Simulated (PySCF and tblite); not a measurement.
C3H4FNOSi, numbered as in [F:1][c:2]1[cH:3][n:4][c:5]([SiH3:6])[o:7]1.

Conformers came from 45 starts (ETKDG and KDG, MMFF94s, GFN2-xTB); geometries are GFN2-xTB. Weights use PBE0-D3(BJ)/def2-TZVP energies plus GFN2-xTB zero-point and thermal terms (modes under about 100 cm⁻¹ blended into free rotors). Symmetry numbers and mirror images are counted. Conformers within 2.5 kcal/mol (GFN2-xTB free energy) were kept, 4 at most. GIAO shieldings: PBE0/pcSseg-1. Shifts are against TMS (¹H), TMS (¹³C), CFCl3 (¹⁹F), TMS (²⁹Si), NH3 (¹⁵N) at the same level. Run with PySCF (density fitting) and tblite.

Problem. Predict the averaged NMR shifts at 298.15 K.

Solution. ¹H: 6.76 (H3, 1H), 4.47 (H6, 3H) ppm. ¹³C: 174.2 (C2), 155.3 (C5), 108.7 (C3) ppm. ¹⁹F: -131.3 (F1) ppm. ²⁹Si: -83.4 (Si6) ppm. ¹⁵N: 333.4 (N4) ppm.

Unscaled ¹⁹F and ²⁹Si and ¹⁵N shifts at such levels can be off by tens of ppm; differences between conformers or isomers are more reliable. Shifts are unscaled: against experiment ¹³C can be off by 15 ppm or more and ¹H by 0.8 ppm.


¹⁵N shifts are against a computed isolated NH3 molecule, about 20 ppm from the liquid.